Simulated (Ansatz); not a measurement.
`BC1(C)C=N1` → `BCN=C=C`  (isomerisation)

Calculated with Ansatz (gas phase, PBE0-D4/def2-TZVP geometries, no zero-point term in ΔE). CBS: MP2 limit from def2 TZ/QZ plus the TZ coupled-cluster correction, frozen cores. One conformer a species, not always the lowest.

`BC1(C)C=N1`:

```xyz
11

B     0.577   -0.164   -1.458
C     0.169   -0.104    0.012
C    -1.275   -0.063    0.446
C     1.188    0.400    0.962
N     1.149   -0.827    1.039
H     1.716   -0.386   -1.747
H    -0.228    0.043   -2.320
H    -1.797    0.765   -0.042
H    -1.792   -0.985    0.166
H    -1.372    0.060    1.526
H     1.664    1.261    1.416
```

`BCN=C=C`:

```xyz
11

B     0.182    0.266    2.097
C     0.793   -0.209    0.751
N     0.493    0.606   -0.408
C    -0.226    0.264   -1.320
C    -0.990   -0.029   -2.341
H     0.397   -0.403    3.066
H    -0.467    1.263    2.187
H     0.551   -1.272    0.593
H     1.883   -0.191    0.914
H    -2.047    0.197   -2.316
H    -0.568   -0.493   -3.223
```

```json
{"species": "`BC1(C)C=N1`", "CCSD/CBS(def2) energy (Eh)": "-197.12404"}
{"species": "`BCN=C=C`", "CCSD/CBS(def2) energy (Eh)": "-197.13749"}
```

Problem. Work out ΔE.

Solution. ΔE = (-197.13749) − (-197.12404) = -0.01345 Eh = -0.37 eV. CCSD(T)/CBS gives -0.32 eV.

Largest T1 diagnostic among the species: 0.013.

At CCSD(T), def2-SVP lies +0.09 eV from the extrapolated value and def2-TZVPP −0.00 eV. From BLYP to BHLYP (50 % exact exchange), in def2-TZVPP and without D4, ΔE moves by +0.05 eV. Leaving LDA and LC-ωPBE aside and taking each functional with its dispersion term where it has one, the values, not all of them listed here, spread over 0.26 eV, from BLYP-D4 to PBE-QIDH.
